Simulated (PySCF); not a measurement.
Ga(H)2(Et) (C₂H₇Ga), SMILES C[CH2][GaH2].

Geometry: B3LYP-D3(BJ)/def2-SVP. The structure was generated by enumeration; whether it is a known compound was not checked.

Computed with TDDFT-PBE0/def2-SVPD (PySCF).

Vertical excitations. The molecule is in vacuum. State labels are in the subgroup Cs.

Computed lowest excited states:
| state | symmetry | energy (eV) | λ (nm) | f | main pairs |
|---|---|---|---|---|---|
| S1 | A" | 4.67 | 266 | 0.001 | HOMO→LUMO 100 % |
| S2 | A" | 5.29 | 234 | 0.000 | HOMO−1→LUMO 100 % |
| S3 | A' | 6.81 | 182 | 0.015 | HOMO→LUMO+1 97 % |
| S4 | A' | 7.12 | 174 | 0.000 | HOMO−2→LUMO 95 % |
| S5 | A' | 7.55 | 164 | 0.230 | HOMO→LUMO+2 86 % |
| S6 | A' | 7.61 | 163 | 0.049 | HOMO−1→LUMO+1 97 % |
| S7 | A" | 7.75 | 160 | 0.002 | HOMO−3→LUMO 98 % |
| S8 | A' | 7.87 | 158 | 0.121 | HOMO→LUMO+3 55 %, HOMO→LUMO+4 36 % |
| S9 | A' | 7.89 | 157 | 0.017 | HOMO→LUMO+4 56 %, HOMO→LUMO+3 39 % |
| S10 | A' | 8.01 | 155 | 0.142 | HOMO−1→LUMO+2 90 % |
| T1 | A" | 4.32 | 287 | 0 | HOMO→LUMO 99 % |
| T2 | A" | 4.78 | 259 | 0 | HOMO−1→LUMO 99 % |
| T3 | A' | 6.39 | 194 | 0 | HOMO→LUMO+1 56 %, HOMO→LUMO+2 38 % |
| T4 | A' | 6.89 | 180 | 0 | HOMO→LUMO+2 46 %, HOMO→LUMO+1 40 % |
Triplets are in the Tamm–Dancoff approximation, which puts them higher than full response would, so one can lie above its singlet here.
